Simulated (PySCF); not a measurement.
**First hyperpolarisability: 2-methylbutanoic acid, C5H10O2**

Molfile (atoms numbered from 1):
```
C5H10O2
     RDKit          3D

 17 16  0  0  0  0  0  0  0  0999 V2000
    1.5892    1.3953   -0.1706 C   0  0  0  0  0  0  0  0  0  0  0  0
    1.1796   -0.0269    0.1752 C   0  0  0  0  0  0  0  0  0  0  0  0
   -0.2867   -0.3344   -0.1069 C   0  0  1  0  0  0  0  0  0  0  0  0
   -0.6136   -1.8209    0.0610 C   0  0  0  0  0  0  0  0  0  0  0  0
   -1.1963    0.4598    0.8042 C   0  0  0  0  0  0  0  0  0  0  0  0
   -0.9001    0.9009    1.8843 O   0  0  0  0  0  0  0  0  0  0  0  0
   -2.4278    0.5946    0.2900 O   0  0  0  0  0  0  0  0  0  0  0  0
    1.4067    1.6192   -1.2342 H   0  0  0  0  0  0  0  0  0  0  0  0
    2.6596    1.5595    0.0242 H   0  0  0  0  0  0  0  0  0  0  0  0
    1.0292    2.1259    0.4325 H   0  0  0  0  0  0  0  0  0  0  0  0
    1.3708   -0.2198    1.2436 H   0  0  0  0  0  0  0  0  0  0  0  0
    1.7953   -0.7449   -0.3917 H   0  0  0  0  0  0  0  0  0  0  0  0
   -0.5400   -0.0419   -1.1405 H   0  0  0  0  0  0  0  0  0  0  0  0
   -1.6730   -2.0247   -0.1514 H   0  0  0  0  0  0  0  0  0  0  0  0
   -0.0024   -2.4242   -0.6266 H   0  0  0  0  0  0  0  0  0  0  0  0
   -0.3964   -2.1517    1.0885 H   0  0  0  0  0  0  0  0  0  0  0  0
   -2.9512    1.0674    0.9556 H   0  0  0  0  0  0  0  0  0  0  0  0
  1  2  1  0
  2  3  1  0
  3  4  1  0
  3  5  1  0
  5  6  2  0
  5  7  1  0
  1  8  1  0
  1  9  1  0
  1 10  1  0
  2 11  1  0
  2 12  1  0
  3 13  1  6
  4 14  1  0
  4 15  1  0
  4 16  1  0
  7 17  1  0
M  END
```

Computed, not measured: quadratic response CAM-B3LYP/aug-cc-pVDZ first hyperpolarisability, Taylor convention, gas phase in PySCF. Geometry: PBE0-D3(BJ)/def2-SVP.

Q: What is the first hyperpolarisability, and how does it disperse?

A: In au, Taylor convention; the vector part is βᵢ = ⅓ Σⱼ (βᵢⱼⱼ + βⱼᵢⱼ + βⱼⱼᵢ); β∥ is 3/5 of the vector part along the dipole, the dipole points from − to +:
```csv
process,λ (nm),β vector norm,β∥,β HRS,depolarisation ratio
"static β(0;0,0)",∞,21.4,-8.7,20.1,1.82
"second harmonic β(−2ω;ω,ω)",1907,23.0,-8.6,21.0,1.84
"Pockels β(−ω;ω,0)",1907,21.9,-8.6,–,–
"second harmonic β(−2ω;ω,ω)",1064,27.6,-8.4,23.3,1.91
"Pockels β(−ω;ω,0)",1064,23.2,-8.6,–,–
```

Q: Which lowest excitations, dipole and polarisabilities go with it?

A: S1 5.86 eV (f = 0.001); S2 7.12 eV (f = 0.051); S3 7.92 eV (f = 0.018); dipole 1.65 D; isotropic α 69.6 au static, 69.7 au at 1907 nm, 70.1 au at 1064 nm, 70.2 au at 953.5 nm, 71.5 au at 532 nm.
